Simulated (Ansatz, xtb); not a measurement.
## Ligand exchange: NaF + InH2(NH2) → NaNH2 + InH2F

Gas-phase species: NaF, singlet; InH2(NH2), singlet; NaNH2 `[NH2][Na]`, singlet; InH2F `[F][InH2]`, singlet. The partners trade F for NH2: Na–F and In–NH2 bonds give way to Na–NH2 and In–F.

Shapes, held fixed at every level: PBE0-D4/def2-TZVP. Programs: Ansatz 0.2.0, xtb 6.7.1. The zero-point and thermal change to 298 K, harmonic and unscaled (PBE0-D4/def2-TZVP), is -4.8 kJ/mol.

(1) Estimate ΔH(298 K) of this reaction.

Results:

(1) The highest level, CCSD(T)/def2-TZVPP, gives ΔH(298 K) = +88.3 kJ/mol; the levels span +38.2 to +88.3. The column of differences is taken from that level and isn't an error. No measured value is set beside it here. For atoms past krypton def2 sets carry core potentials with scalar relativity. Outer-core shells of In, Na are correlated, in sets that cover them unevenly. Sets without diffuse functions underbind ionic bonds of s-block metals.

```tsv
level	kind	ΔH(298 K) (kJ/mol)	less CCSD(T)/def2-TZVPP
GFN0-xTB	semi-empirical	+38.2	-50.1
HF/def2-TZVPP	Hartree–Fock	+85.6	-2.7
r2SCAN-D4/def2-TZVPP	meta-GGA	+83.3	-5.0
B3LYP-D4/def2-TZVPP	global hybrid	+83.7	-4.6
BHLYP-D4/def2-TZVPP	global hybrid	+88.2	-0.1
r2SCAN0-D4/def2-TZVPP	global hybrid	+88.1	-0.2
wB97X-V/def2-TZVPP	range-separated hybrid	+87.7	-0.6
B2PLYP/def2-TZVPP	double hybrid	+85.1	-3.2
CCSD(T)/def2-TZVPP	coupled cluster or CI	+88.3	0.0
```
